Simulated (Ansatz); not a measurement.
Basis-set extrapolation for `FC[SiH]([SiH3])Cl` (PBE0-D4/def2-TZVP geometry, frozen core, the Gaussian-basis code of Ansatz). Multiplicity 1, RHF reference.

|  | def2-TZVPP | def2-QZVPP |
| --- | --- | --- |
| HF | -1178.298943 | -1178.335787 |
| MP2 correlation | -0.854458 | -0.928762 |
| CCSD(T) correlation | -0.951589 | not run |

Energies in hartree. Use E(X) = E(∞) + A·exp(−7.88·√X) for Hartree–Fock and E(X) = E(∞) + B·X^(−2.97) for correlation, with X = 3 and 4, and add CCSD(T) minus MP2 of the smaller set to the MP2 limit.

Problem. What is the CCSD(T) energy at the basis-set limit?

Solution. HF limit: -1178.335787 + (-0.036844) × 0.13774 = -1178.34086. MP2 limit: -0.928762 + (-0.074304) × 0.74074 = -0.98380. Higher-order term: -0.951589 − (-0.854458) = -0.09713. Total: -1179.42179 hartree, 4.66 eV below CCSD(T)/def2-TZVPP.
